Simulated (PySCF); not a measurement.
F3GeHS, SMILES [F][Ge]([F])([F])[SH]. Atoms are numbered in the order given.

```xyz
6

F     -0.8823    -1.1394    -1.1357
Ge    -0.2460     0.0427    -0.0579
F     -0.4725     1.5395    -0.8778
F     -1.2638     0.0635     1.3262
S      1.8241    -0.3303     0.5484
H      2.2550    -0.2539    -0.7347
```

Geometry optimised at B3LYP-D3(BJ)/def2-SVP. This is a generated structure with no PubChem entry under its InChIKey; it may be hypothetical. The values are those of a single conformer.

Computed with TDA-PBE/def2-SVPD run with PySCF.

Vertical excitations. 

| state | energy (eV) | λ (nm) | f | main pairs |
|---|---|---|---|---|
| S1 | 4.93 | 251 | 0.013 | HOMO→LUMO 99 % |
| S2 | 6.30 | 197 | 0.011 | HOMO→LUMO+1 99 % |
| S3 | 7.12 | 174 | 0.099 | HOMO−1→LUMO 67 %, HOMO→LUMO+3 28 % |
| S4 | 7.14 | 174 | 0.004 | HOMO→LUMO+2 100 % |
| S5 | 7.17 | 173 | 0.001 | HOMO−2→LUMO 99 % |
| S6 | 7.43 | 167 | 0.009 | HOMO−3→LUMO 96 % |
| S7 | 7.44 | 167 | 0.009 | HOMO−4→LUMO 94 % |
| S8 | 7.82 | 158 | 0.017 | HOMO−5→LUMO 94 % |
| S9 | 7.84 | 158 | 0.001 | HOMO−6→LUMO 53 %, HOMO→LUMO+4 44 % |
| S10 | 7.87 | 158 | 0.033 | HOMO→LUMO+4 54 %, HOMO−6→LUMO 41 % |
| T1 | 4.46 | 278 | 0 | HOMO→LUMO 100 % |
| T2 | 5.81 | 213 | 0 | HOMO→LUMO+1 99 % |
| T3 | 6.14 | 202 | 0 | HOMO−1→LUMO 97 % |
| T4 | 6.89 | 180 | 0 | HOMO−2→LUMO 100 % |
Triplets are in the Tamm–Dancoff approximation.
